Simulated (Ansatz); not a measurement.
The molecule MgC, multiplicity 5 (an upper state: multiplicity 3 came lower at CCSD(T)/def2-TZVPP on PBE0 minima).

The constants come from a fifth-degree fit in 1/R (seven points, main isotopes). Runs in def2 and cc sets follow the lowest solution found near the PBE0 minimum.

Correlated levels freeze the inner cores; with def2 sets outer-core shells near the valence are correlated too.

Codes used: Ansatz (Gaussian orbitals). Each number belongs to the level named beside it.

What bond length and harmonic frequency does PBE/def2-TZVPP give, and what D_e (from each atom's lowest state at the same level)?

r_e = 2.068 Å, ω_e = 568 cm⁻¹, D_e = 1.24 eV.

What bond length and harmonic frequency does PBE0/def2-TZVPP give, and what D_e (from each atom's lowest state at the same level)?

r_e = 2.049 Å, ω_e = 593 cm⁻¹, D_e = 1.24 eV.

What bond length and harmonic frequency does CCSD(T)/def2-TZVPP give, and what D_e (from each atom's lowest state at the same level)?

r_e = 2.052 Å, ω_e = 594 cm⁻¹, D_e = 0.97 eV.

Ansatz is a quantum-chemistry and plane-wave program.
